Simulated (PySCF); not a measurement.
Structure from NMR data

Molecular formula: C9H11F. Simulated spectra:

1H NMR (400 MHz, computed): δ 5.22 (br s, 1H), 5.19 (m, 1H), 5.02 (br s, 1H), 3.38 (m, 1H), 2.84 (s, 1H), 1.92 (s, 3H), 1.23 (d, 3H).

13C{1H} NMR (computed): δ 157.5, 150.8, 136.3, 114.6, 90.3, 80.7, 40.1, 26.8, 20.4.

All values are calculated (PySCF 2.14): GIAO PBE0/pcSseg-1 shieldings, GFN2-xTB structure. Relativity neglected, isolated molecule, one averaged value for each set of equivalent atoms, one conformer.

References, each an isolated molecule treated in the same way: 1H (σref 31.72) and 13C (σref 186.93) vs TMS.

Question: Which candidate is it?
A. C=C(F)C(=C)C#CC(C)C
B. C#CC[C@]1(C=C)C[C@H](F)C1
C. CCCc1ccc(F)cc1
D. CC1=C(F)C/1=C\C1CCC1
E. C#C/C(F)=C/[C@H](C)C(=C)C

Answer: E. 

- The formula gives 4 degrees of unsaturation (no ring in the answer).
- 9 carbon signals for 9 carbons: no two carbons are equivalent.
- Carbon types of the structure: 3 × C, 3 × CH, 1 × CH2, 2 × CH3, which accounts for all hydrogens.
- δC 157.5, 150.8: fully substituted alkene carbon; an sp2 carbon of a C=C bond.
- δC 136.3: alkene CH; as expected for a trigonal carbon in a double bond.
- δC 114.6: terminal =CH2 carbon; the olefinic region.
- δC 90.3: terminal alkyne carbon; the triple bond shields along its axis, which puts it between sp3 and sp2 carbons.
- δC 80.7: alkyne carbon; sp carbons lie upfield of alkene carbons because the cylindrical π system leaves one tensor component strongly shielded.

The others: CCCc1ccc(F)cc1 would give 7 carbon signals, not 9; CC1=C(F)C/1=C\C1CCC1 would give 8 carbon signals, not 9; C=C(F)C(=C)C#CC(C)C would give 8 carbon signals, not 9; C#CC[C@]1(C=C)C[C@H](F)C1 would give 8 carbon signals, not 9.

Splittings by 19F in the carbon and heteronuclear signals aren't shown, as no couplings were computed. Shifts are as computed. Against solution values, carbons near 30 ppm lie about +3 ppm off and those near 130 ppm about +5 ppm. Of 1309 compounds with measured shifts, 239 miss one by over three times the rms of a fit or turn the order of signals round; such compounds aren't used in these exercises. No couplings were computed; multiplicities are counted from neighbouring protons, with m where these are inequivalent, close in shift, in a saturated or five-membered ring or joined by F or P, and br s for small geminal =CH2 splittings.
